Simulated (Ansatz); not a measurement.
Zn6H18S6, relaxed as a singlet with RKS PBE-D4/def2-SVP in Ansatz, starting from the GFN1-xTB geometry. Force threshold 0.03 eV/Å.

In the singlet geometry the species has come apart into loosely held pieces. In the singlet, H20 and H21 lie 0.78 Å apart, H26 and H29 lie 0.78 Å apart, H13 and H16 lie 0.78 Å apart (atoms count from 1), so H2 has formed as a molecule.

Start:

```xyz
30

S     1.415   -0.399   -2.540
Zn   -1.237    0.226   -2.846
Zn   -0.541   -3.298   -0.635
S    -1.886   -0.997   -1.045
S    -0.762    2.485   -1.365
Zn   -3.277    0.325    0.841
Zn    2.946   -0.949   -0.332
S     1.215   -1.867    0.816
S     2.404    1.597    0.540
Zn    0.068    2.861    1.220
Zn    0.697   -0.791    3.232
S    -0.917    0.954    1.974
H     1.041   -1.667   -2.506
H     2.064   -0.533   -3.678
H    -1.473    0.644   -4.308
H     0.248   -3.444   -2.022
H    -1.377   -4.092    0.382
H    -2.940   -1.562   -1.607
H    -1.058    3.602   -1.995
H    -1.982    2.333   -0.874
H    -3.627    1.685    0.072
H    -3.898   -0.757    1.737
H     4.422   -1.007   -0.763
H     1.872   -2.911    1.288
H     3.478    2.331    0.737
H     2.407    1.099    1.766
H     0.366    4.356    1.433
H    -0.230   -1.791    3.942
H     2.006    0.103    3.461
H    -1.441    1.464    3.075
```

```json
{"step": "1", "energy (eV)": "-355690.3066", "largest force component (eV/Å)": "2.068", "SCF passes": "20"}
{"step": "2", "energy (eV)": "-355691.1824", "largest force component (eV/Å)": "1.256", "SCF passes": "17"}
{"step": "3", "energy (eV)": "-355691.7047", "largest force component (eV/Å)": "0.811", "SCF passes": "25"}
{"step": "4", "energy (eV)": "-355692.1404", "largest force component (eV/Å)": "0.960", "SCF passes": "24"}
{"step": "5", "energy (eV)": "-355692.7980", "largest force component (eV/Å)": "0.818", "SCF passes": "24"}
{"step": "6", "energy (eV)": "-355693.4372", "largest force component (eV/Å)": "1.286", "SCF passes": "24"}
{"step": "7", "energy (eV)": "-355693.8933", "largest force component (eV/Å)": "1.021", "SCF passes": "24"}
{"step": "8", "energy (eV)": "-355694.0349", "largest force component (eV/Å)": "1.682", "SCF passes": "18"}
{"step": "9", "energy (eV)": "-355694.2924", "largest force component (eV/Å)": "0.423", "SCF passes": "19"}
{"step": "10", "energy (eV)": "-355694.3379", "largest force component (eV/Å)": "0.265", "SCF passes": "18"}
{"step": "11", "energy (eV)": "-355694.3649", "largest force component (eV/Å)": "0.406", "SCF passes": "20"}
{"step": "12", "energy (eV)": "-355694.4207", "largest force component (eV/Å)": "0.340", "SCF passes": "18"}
{"step": "13 (rejected)", "energy (eV)": "-355694.4005", "largest force component (eV/Å)": "1.096", "SCF passes": "24"}
{"step": "14", "energy (eV)": "-355694.4735", "largest force component (eV/Å)": "0.194", "SCF passes": "18"}
{"step": "15", "energy (eV)": "-355694.4966", "largest force component (eV/Å)": "0.148", "SCF passes": "18"}
{"step": "16", "energy (eV)": "-355694.4984", "largest force component (eV/Å)": "0.543", "SCF passes": "18"}
{"step": "17", "energy (eV)": "-355694.5247", "largest force component (eV/Å)": "0.046", "SCF passes": "19"}
{"step": "18", "energy (eV)": "-355694.5266", "largest force component (eV/Å)": "0.007", "SCF passes": "20"}
```

Force components are those of the run's own axes.

End:

```xyz
30

S     1.690    0.107   -2.760
Zn   -0.605    0.713   -2.870
Zn   -0.661   -2.909   -0.259
S    -1.738   -0.913   -0.979
S    -0.309    2.749   -1.682
Zn   -2.849   -0.015    0.924
Zn    2.909   -0.273   -0.757
S     1.137   -1.721    0.750
S     2.595    1.934    0.065
Zn    0.491    2.926    0.548
Zn    0.330   -0.907    2.835
S    -0.841    0.897    1.818
H     0.636   -2.592   -2.266
H     1.730   -1.098   -3.390
H    -1.662    0.362   -3.970
H     0.433   -3.341   -2.277
H    -1.094   -4.395   -0.233
H    -2.792   -1.429   -1.668
H    -1.566    3.261   -1.610
H    -2.843    2.009   -0.387
H    -3.569    1.951   -0.117
H    -4.280   -0.181    1.490
H     4.101   -1.256   -0.505
H     1.921   -2.753    1.166
H     3.221    1.915    1.272
H     2.211    0.588    2.655
H     0.135    3.994    1.636
H     0.347   -1.480    4.273
H     2.244    0.317    3.381
H    -1.322    1.540    2.917
```

Bonds lost: S1–H13, Zn3–H16, S5–H20, Zn6–H21, S9–H26, Zn11–H29 (atoms count from 1). The end holds 4 separate pieces.

No frequencies were taken in this run, so the end may be a saddle point.

It took 52 s on 2 threads of AMD EPYC 7R13 on a shared host and a share (18 GiB) of an NVIDIA H100 80GB HBM3, peak host memory 1.1 GiB.
